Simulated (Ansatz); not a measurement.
`[F][GeH]([F])[GeH3]` and `C[NH][GeH]([F])[F]` differ in one atom or group.

Ansatz, PBE0-D4/def2-TZVP geometries, multiplicity 1. Each molecule was computed in one conformer, which needn't be the lowest.

Scalar relativity is left out up to krypton.

```json
{"property": "HOMO energy (PBE/def2-TZVPP) / eV", "`[F][GeH]([F])[GeH3]`": "-7.44"}
{"property": "LUMO energy (PBE/def2-TZVPP) / eV", "`[F][GeH]([F])[GeH3]`": "-1.25"}
{"property": "LUMO energy (ωB97M-V/def2-TZVPP) / eV", "`[F][GeH]([F])[GeH3]`": "1.44"}
{"property": "size of the dipole moment (B3LYP/def2-TZVPP) / D", "`[F][GeH]([F])[GeH3]`": "3.08"}
{"property": "size of the dipole moment (PBE/def2-TZVPP) / D", "`[F][GeH]([F])[GeH3]`": "2.86"}
{"property": "HOMO–LUMO gap (PBE/def2-TZVPP) / eV", "`[F][GeH]([F])[GeH3]`": "6.18"}
```

Task: Give the same properties after the change, and the shifts. (Estimate.)

Result: The calculation gave: 
```tsv
property	`C[NH][GeH]([F])[F]`	shift
HOMO energy (PBE/def2-TZVPP) / eV	-6.11	1.33
LUMO energy (PBE/def2-TZVPP) / eV	-0.59	0.66
LUMO energy (ωB97M-V/def2-TZVPP) / eV	2.14	0.70
size of the dipole moment (B3LYP/def2-TZVPP) / D	3.15	0.07
size of the dipole moment (PBE/def2-TZVPP) / D	3.03	0.17
HOMO–LUMO gap (PBE/def2-TZVPP) / eV	5.53	-0.65
```

With PBE0 the HOMO rises by 1.16 eV and the LUMO rises by 0.88 eV, so the gap narrows by about 0.28 eV. PBE moves the HOMO by 1.33 eV and ωB97M-V by 0.85 eV. The zero-point energy changes by 81.8 kJ/mol with +6 modes. Dipoles are sizes alone; their direction can turn.

B3LYP here is the variant with VWN-RPA as its local correlation; programs differ in this.
